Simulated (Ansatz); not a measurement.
Born–Oppenheimer molecular dynamics of BCl2H3O (7 atoms, charge 0, multiplicity 1). It starts at the highest image of a converged band, a first-order saddle point between two minima.

Computed with RKS PBE0-D4/6-31G* in Ansatz.

```yaml
ensemble: NVE (velocity Verlet)
time_step: 0.5 fs
steps_asked: 200
starting_velocities_drawn_for: 300 K
seed: 7803
```

First frame:

```xyz
7
Properties=species:S:1:pos:R:3
B -0.020 -0.332 -0.110
Cl -0.092 0.161 2.094
H 1.046 0.099 -0.392
Cl -1.470 0.230 -0.948
O -0.059 -1.743 0.330
H -0.935 -2.132 0.163
H -0.056 -1.244 1.492
```

Q: How far do the bonds stretch over the last three quarters of this one trajectory? (Pairs bonded in most of those frames.)

A: 
```
  bond  mean (Å)  spread (Å)  shortest  longest
 B1–H3     1.194       0.027      1.15     1.23
B1–Cl4     1.794       0.014      1.77     1.82
 B1–O5     1.345       0.008      1.33     1.36
Cl2–H7     1.290       0.018      1.26     1.32
 O5–H6     0.970       0.015      0.95     0.99
```

Mean temperature of the second half: 1449 K. The conserved energy stayed within 0.12 meV per atom of its start (net change 0.082 meV per atom), so the integration is sound. The kinetic energy rose, since the run started high on the potential surface and went downhill. It ends in pieces (BClH2O + ClH), so much of that is their flight and rotation, not heat. A run of 0.1 ps of so small a system gives no equilibrium averages. The orbitals stay closed-shell, which can raise the energy where a bond breaks towards radicals; this wasn't checked here.

Run time: 9.3 min on 1 thread of Arm Neoverse V2, with other jobs on the host, peak memory 0.14 GiB.
